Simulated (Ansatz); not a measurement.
```xyz
2

P     0.0000    0.0000   -1.0222
P     0.0000    0.0000    1.0222
```

Basis set: 6-31G (spherical functions). Correlated methods keep 10 orbitals frozen. Charge 0, multiplicity 1.

Computed with Ansatz (development build ahead of 0.2.0); the reference of a correlated method needn't be the lowest determinant of its kind. Restricted open shells among the atoms or ions are ROHF, correlated in semicanonical orbitals with singles.

Q: Give the atomization energy at this shape (free ground-state atoms in the same class of orbitals less the molecule, no zero-point energy) of singlet P₂ by UHF-CCSD(T), RHF-CCSD(T).

A:

| method | atomization energy |
| --- | --- |
| UHF-CCSD(T) | 2.72 eV |
| RHF-CCSD(T) | 2.67 eV |

Caution for RHF-CCSD(T): the program doubts this total.

This basis has no polarisation functions and is too small for such energies, which can lie far from measured ones in either direction.
